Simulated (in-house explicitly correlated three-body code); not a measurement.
Computed with an exponentially correlated three-body code. Model: two electrons around a point charge, non-relativistic, variational in 260 exponentially correlated functions (energies converged to about 1e-7 hartree, or 1e-8 relative for large Z).

Command:
```bash
python run_hyl.py task.json out
```
Settings (lengths in bohr, energies in hartree):
```
Z                      2.5
nuclear_mass           10
interaction_strength   1
functions              260
states_tried           13
```

Time taken, with all properties: 34 s on 1 thread of Intel(R) Xeon(R) Platinum 8375C CPU @ 2.90GHz (Ice Lake) (shared host).

**Those bound S and P states to n = 4 that converged, binding against the one-electron ion.**

Given: nuclear charge 2.5; mass of the centre 10 electron masses.

Computed: one-electron threshold -2.84090909 hartree.

```
term  energy (hartree)  binding (eV)
1 1S       -4.38935339        42.135
2 3S       -3.16936287        8.9377
2 3P       -3.12956052        7.8546
2 1S        -3.1258251         7.753
2 1P                 ?             ?
3 3S       -2.97436359        3.6315
3 3P        -2.9640447        3.3507
3 1S       -2.96300928        3.3225
4 3S                 ?             ?
4 1S       -2.90845934        1.8381
```

(1) What belongs in the row 2 1P?

(2) What belongs in the row 4 3S?

**Converged states only, values per electron or pair.**

```csv
term,mean r (bohr),mean r squared (bohr²),mean inverse r (1/bohr),mean r12 (bohr),mean inverse r12 (1/bohr),mean cosine,mean p1 dot p2 (bohr⁻²),delta r1 (bohr⁻³),delta r12 (bohr⁻³)
1 1S,0.78109,0.83518,1.9868,1.1649,1.1553,-0.019687,0.0635,2.8424,0.20083
2 3S,?,?,?,?,?,?,?,?,-
2 3P,1.9122,6.3899,1.328,3.2722,0.38088,-0.041937,-0.21134,1.83,-
2 1S,2.319,9.5043,1.3168,4.0419,0.33233,-0.0057145,-0.032151,1.9465,0.021873
2 1P,2.2779,9.3126,1.2976,3.9486,0.31695,0.012161,0.053444,1.879,0.001756
3 3S,4.5601,40.945,1.22,8.4916,0.15131,0.0022454,-0.0099724,1.8939,-
3 3P,4.5395,41.203,1.2179,8.4566,0.1613,-0.0078597,-0.058899,1.8598,-
3 1S,?,?,?,?,?,?,?,?,?
4 3S,8.1437,137.67,1.1823,15.644,0.085598,0.0018459,-0.0071689,1.8784,-
4 1S,8.6624,156.5,1.1804,16.68,0.08498,0.00097475,-0.0094334,1.8774,0.0026322
```

(3) What belongs in the row 2 3S?

(4) What belongs in the row 3 1S?

## Answers

(1) energy (hartree): -3.08555487; binding (eV): 6.6572.

(2) energy (hartree): -2.9130002; binding (eV): 1.9617.

(3) mean r (bohr): 2.0676; mean r squared (bohr²): 7.3354; mean inverse r (1/bohr): 1.3344; mean r12 (bohr): 3.5555; mean inverse r12 (1/bohr): 0.33333; mean cosine: 0.00074089; mean p1 dot p2 (bohr⁻²): -0.0063335; delta r1 (bohr⁻³): 1.9652.

(4) mean r (bohr): 4.9445; mean r squared (bohr²): 48.653; mean inverse r (1/bohr): 1.2152; mean r12 (bohr): 9.2564; mean inverse r12 (1/bohr): 0.15021; mean cosine: 0.00025099; mean p1 dot p2 (bohr⁻²): -0.015957; delta r1 (bohr⁻³): 1.8903; delta r12 (bohr⁻³): 0.0063323.
